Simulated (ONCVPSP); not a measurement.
## What one change does to a pseudopotential (sulfur, ONCV)

```json
{
  "Element": "sulfur",
  "Generator": "ONCVPSP 4.0.1",
  "Type": "optimised norm-conserving Vanderbilt (ONCV)",
  "Functional": "PBE",
  "Relativity": "scalar-relativistic",
  "Frozen core": "[Ne]",
  "Valence charge": "6",
  "Reference configuration": "3s2 3p4",
  "Partial waves": "3s: rc 1.20 bohr, ncon 3, nbas 7, qcut 5.2 1/bohr, 3 projectors, debl 2.1 Ha; 3p: rc 1.45 bohr, ncon 4, nbas 8, qcut 6.2 1/bohr, 1 projector",
  "Local potential": "polynomial inside 0.95 bohr (lpopt 5, dvloc0 0 Ha)",
  "Core correction": "Teter function, fcfact 3.5, rcfact 1.45"
}
```

All-electron outer shells of the reference configuration (PBE, scalar-relativistic, ld1.x):

```
shell  level (eV)  outermost node (bohr)  outermost maximum (bohr)
   2s     -211.71                   0.13                      0.39
   2p     -156.51                      –                      0.33
   3s      -17.26                   0.60                      1.40
   3p       -7.01                   0.58                      1.61
```

Change: s: rc 1.38.

Cutoffs: the cutoffs (Ha) at which the residual kinetic energy of the hardest occupied pseudo-wave falls to 1 and 0.1 mHa per electron; they do not see the model core or the augmentation charge, which bear on the density cutoff. Errors are all-electron minus pseudo energies relative to the spin-unpolarised reference configuration.

Question: What does the change do?

Answer: The potential gets neither clearly harder nor softer (13 Ha and 25 Ha → 12 Ha and 35 Ha); the bound ghost in s disappears; of the 4 tests that both files solve, the error grows in 0 and shrinks in 1 by more than 15 % and 0.3 meV (median size 13.6 → 13.2 meV).

```csv
quantity,base,changed
"cutoff, loose",13 Ha,12 Ha
"cutoff, tight",25 Ha,35 Ha
loose cutoff by channel,"s 13 Ha, p 8.9 Ha","s 12 Ha, p 8.9 Ha"
bound ghosts,s,none
GHOST(+) flags under 300 eV,none,s at 178.0 eV
"error for 3s2 3p3, meV [ΔE 11.77 eV]",+3.5,+3.6
"error for 3s2 3p2, meV [ΔE 34.05 eV]",+21,+22
"error for 3s2 3p1, meV [ΔE 68.09 eV]",+58,+60
"error for 3s0 3p6, meV [ΔE 20.74 eV]",-5.8,-4.5
p: phases at 1.47 bohr within 0.05 rad from the reference energy up to (Ha; the scan ends near 5),2.2,2.2
"rms error of d²Exc/dni dnj with the model core, mHa",0.77,0.80
```

Base: The cutoffs count occupied waves only; projector 2 of the s channel, the hardest unoccupied one, needs 75 Ha at the loose tolerance. A true bound ghost makes a file unfit for plane-wave use even where its test errors are small: the radial tests pick states by their node count and pass the ghost by.
